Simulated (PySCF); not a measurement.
Gas-phase reaction: GaH3 + N + 2 HCl = GaCl2NH2 + 3 H

Method: PySCF energies plus ideal-gas RRHO corrections (1 bar). † marks an energy on the PBE0/def2-TZVP geometry and frequencies; other levels use their own. CCSD(T) freezes the core. 6-31G* has spherical d functions here. Open shells (unrestricted): N (multiplicity 4), H (multiplicity 2); the rest are closed-shell singlets. B3LYP is the form with VWN-RPA correlation. Ga: all electrons, no relativistic terms. GaH3, GaCl2NH2: computed as isolated molecules; such fragments, hydroxides, amides, oligomers or adducts are transient or little studied in the gas. CCSD(T) isn't extrapolated to the basis-set limit. Warning, point group unlike the PBE0 one: GaCl2NH2 (B3LYP/6-31G*).

| level | ΔH°(298 K), kJ |
|---|---|
| B3LYP/6-31G* | -92 |
| CCSD(T)/def2-TZVPP† | ___ |
| HF/6-31G* | 6 |
| PBE/def2-TZVP† | -172 |
| PBE0/def2-TZVP | ___ |
| LDA/def2-TZVP† | -214 |
| ωB97X-V/def2-TZVP† | ___ |

### Question
Some entries are withheld; supply them.

### Answer

- CCSD(T)/def2-TZVPP†, ΔH°(298 K), kJ: -88
- PBE0/def2-TZVP, ΔH°(298 K), kJ: -147
- ωB97X-V/def2-TZVP†, ΔH°(298 K), kJ: -133
